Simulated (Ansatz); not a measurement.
Reaction (stannylene formation by 1,1-elimination): `C[O][SnH]([CH3])[SH]` → `C[O][Sn][CH3]` + H₂S

Program: Ansatz. Geometries: PBE0-D4/def2-TZVP. ΔE: electronic, gas phase. CCSD(T)/CBS is the MP2 limit (def2-TZVPP, def2-QZVPP) plus CCSD(T) − MP2 in def2-TZVPP, frozen cores. This one scheme is used for every species. def2 core potentials past Kr. For Sn outer-core shells are correlated without core-valence functions, which leaves a few kJ/mol of doubt a bond. One conformer a species, not always the lowest.

| species | MP2/CBS(def2) energy (Eh) |
| --- | --- |
| `C[O][SnH]([CH3])[SH]` | -767.84300 |
| `C[O][Sn][CH3]` | -368.86639 |
| H₂S | -398.94045 |

(1) Work out ΔE.

Largest T1 diagnostic among the species: 0.017.

Answers

(1) ΔE = (-368.86639) + (-398.94045) − (-767.84300) = 0.03616 Eh = +94.9 kJ/mol. CCSD(T)/CBS gives +92.5 kJ/mol.

From PBE to PBE0 (25 % exact exchange), in def2-TZVPP and without D4, ΔE moves by +17.6 kJ/mol. The D4 term adds +12.5 kJ/mol with B3LYP and +7.3 kJ/mol with PBE0; it sums over pairs of atoms, weighted by their polarisabilities, and B3LYP, whose exchange is more repulsive, gets the larger term. In def2-TZVPP, CCSD(T) changes the Hartree–Fock value by +7.5 kJ/mol (the triples alone add +3.1 kJ/mol) and MP2 by +9.9 kJ/mol.

B3LYP here is the variant with VWN-RPA as its local correlation; programs differ in this.
